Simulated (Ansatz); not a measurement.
Ag(PH3)Cl (AgPH₃Cl). Charge 0, multiplicity 3. Geometry PBE0-D4/def2-TZVP, that of the neutral singlet; atoms count from 1.

```xyz
6

Ag    1.214   -0.874    0.155
P    -0.653    0.469   -0.086
H    -1.704    0.040   -0.921
H    -0.498    1.770   -0.603
H    -1.414    0.790    1.054
Cl    3.055   -2.195    0.401
```

In the def2 sets Ag takes a core potential; there is no spin–orbit coupling. At PBE0-D4/def2-TZVP a singlet of charge 0 lies 5.33 eV below the triplet at the same geometry.

Estimate the Mulliken populations from the PBE0/def2-TZVP orbitals of Ansatz.


| atom | charge (e) | spin (α − β) | d electrons |
| --- | --- | --- | --- |
| Ag1 | 0.10 | 1.11 | 9.57 |
| P2 | -0.21 | 0.28 | – |
| H3 | 0.15 | 0.00 | – |
| H4 | 0.08 | 0.06 | – |
| H5 | 0.07 | 0.08 | – |
| Cl6 | -0.18 | 0.48 | – |
Mulliken values and Mayer orders depend strongly on the basis.

Where does the spin sit?

Summed by element: Ag 1.11, P 0.28, H 0.13, Cl 0.48, of 2 unpaired in all. Largest on single atoms: Ag1 1.11, Cl6 0.48, P2 0.28.

And the Mayer bond orders between bonded heavy atoms (over 0.3)?

Ag1–P2 0.95 (2.31 Å); Ag1–Cl6 0.87 (2.28 Å).
